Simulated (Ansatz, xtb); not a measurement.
Relative energy of two isomers of C6H12S

Structure I is `C[C@@H]1CC[C@H](S)C1`, a singlet and structure II is `C[C@@H]1CCC[C@@H]1S`, a singlet. Both are isolated molecules in the gas phase, relaxed with B3LYP-D3(BJ)/def2-SVP; each stands in its lowest conformer found.

Q: Estimate which is lower in electronic energy at CCSD(T)/def2-SVP + ΔMP2/def2-TZVPP, and by roughly how much.

A: CCSD(T)/def2-SVP + ΔMP2/def2-TZVPP gives E(II) − E(I) = −0.17 kcal/mol, slightly favouring structure II, which is too small a margin to settle the true order.

Level by level:

| level | geometry | E(II) − E(I) (kcal/mol) | departure from the last row (kcal/mol) | job, with rough time for the two |
| --- | --- | --- | --- | --- |
| GFN2-xTB | GFN2-xTB | +1.72 | +1.89 | optimisation, 0.35 s |
| HF/STO-3G | GFN2-xTB | +2.83 | +3.00 | single point, 0.84 s |
| r2SCAN-D4/def2-SVP | GFN2-xTB | −0.31 | −0.14 | single point, 11 s |
| B3LYP-D3(BJ)/def2-SVP | B3LYP-D3(BJ)/def2-SVP | −0.37 | −0.20 | optimisation, 4.8 min |
| HF/def2-SVP | B3LYP-D3(BJ)/def2-SVP | +0.96 | +1.13 | part of the CCSD(T) run |
| MP2/def2-SVP | B3LYP-D3(BJ)/def2-SVP | −0.44 | −0.27 | part of the CCSD(T) run |
| CCSD(T)/def2-SVP | B3LYP-D3(BJ)/def2-SVP | −0.17 | −0.01 | single point |
| CCSD(T)/def2-SVP + ΔMP2/def2-TZVPP | B3LYP-D3(BJ)/def2-SVP | −0.17 |  | single point, 5.2 min |

As drawn, both hold the same kinds of bond in the same numbers.

The largest departure from CCSD(T)/def2-SVP + ΔMP2/def2-TZVPP is that of HF/STO-3G, 3.00 kcal/mol. A small imaginary or near-zero mode remains, so no thermal terms are given. The last row adds to CCSD(T) the change of the MP2 difference between the two basis sets, here +0.01 kcal/mol.

The correlated steps freeze 11 core orbitals. Run with Ansatz 0.2.0, xtb 6.7.1; the last row on 2 threads of Arm Neoverse V1 on a shared host.
